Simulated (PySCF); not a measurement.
Isomers of C5H9ClO2Si, mass 164.006 u with the commonest isotopes. Level of theory: PBE0/pcSseg-1 in PySCF (dipole) on a GFN2-xTB geometry, gas phase. One conformer each, none proved a minimum here; rigid rotors.

Question: Order these by radius of gyration √(Σ m r²/M), smallest first.
A. `[CH3:1][C:2](=[O:3])[CH2:4][C:5](=[O:6])[SiH2:7][CH2:8][Cl:9]` with C1–C2–C4–C5 144°, C2–C4–C5–O6 -139°, C4–C5–Si7–C8 157°, C5–Si7–C8–Cl9 -178°
B. `[CH3:1][O:2][CH2:3][O:4][C:5]1=[C:6]([SiH2:7][Cl:8])[CH2:9]1` with C1–O2–C3–O4 76°, O2–C3–O4–C5 -97°, C3–O4–C5–C6 -7°, C5–C6–Si7–Cl8 -9°
C. `[CH2:1]=[CH:2][C@@H:3]1[CH2:4][O:5][CH2:6][Si@@H:7]([Cl:8])[O:9]1` with C1–C2–C3–C4 135°, C2–C3–C4–O5 -64°, C3–C4–O5–C6 -75°, C4–O5–C6–Si7 57°, O5–C6–Si7–Cl8 -147°

Answer: C (2.171 Å), B (2.320 Å), A (2.635 Å).

Question: Order these by rotational constant C, largest first.
A. `[CH2:1]=[CH:2][C@@H:3]1[CH2:4][O:5][CH2:6][Si@@H:7]([Cl:8])[O:9]1` with C1–C2–C3–C4 135°, C2–C3–C4–O5 -64°, C3–C4–O5–C6 -75°, C4–O5–C6–Si7 57°, O5–C6–Si7–Cl8 -147°
B. `[CH3:1][C:2](=[O:3])[CH2:4][C:5](=[O:6])[SiH2:7][CH2:8][Cl:9]` with C1–C2–C4–C5 144°, C2–C4–C5–O6 -139°, C4–C5–Si7–C8 157°, C5–Si7–C8–Cl9 -178°
C. `[CH3:1][O:2][CH2:3][O:4][C:5]1=[C:6]([SiH2:7][Cl:8])[CH2:9]1` with C1–O2–C3–O4 76°, O2–C3–O4–C5 -97°, C3–O4–C5–C6 -7°, C5–C6–Si7–Cl8 -9°

Answer: A (715.4 MHz), C (617.5 MHz), B (450.4 MHz).

Question: Order these by dipole moment, largest first.
A. `[CH3:1][C:2](=[O:3])[CH2:4][C:5](=[O:6])[SiH2:7][CH2:8][Cl:9]` with C1–C2–C4–C5 144°, C2–C4–C5–O6 -139°, C4–C5–Si7–C8 157°, C5–Si7–C8–Cl9 -178°
B. `[CH3:1][O:2][CH2:3][O:4][C:5]1=[C:6]([SiH2:7][Cl:8])[CH2:9]1` with C1–O2–C3–O4 76°, O2–C3–O4–C5 -97°, C3–O4–C5–C6 -7°, C5–C6–Si7–Cl8 -9°
C. `[CH2:1]=[CH:2][C@@H:3]1[CH2:4][O:5][CH2:6][Si@@H:7]([Cl:8])[O:9]1` with C1–C2–C3–C4 135°, C2–C3–C4–O5 -64°, C3–C4–O5–C6 -75°, C4–O5–C6–Si7 57°, O5–C6–Si7–Cl8 -147°

Answer: A (5.91 D), C (1.55 D), B (1.02 D).

```tsv
SMILES	point group	Ia (u·Å²)	Ib (u·Å²)	Ic (u·Å²)	κ	μa (D)	μb (D)	μc (D)
COCOC1=C([SiH2]Cl)C1	C1	367.66	580.00	818.47	-0.33	0.69	0.46	0.59
CC(=O)CC(=O)[SiH2]CCl	C1	195.75	959.60	1122.05	-0.93	5.78	0.38	1.16
C=C[C@@H]1COC[Si@@H](Cl)O1	C1	265.08	574.61	706.44	-0.72	1.32	0.80	0.14
```
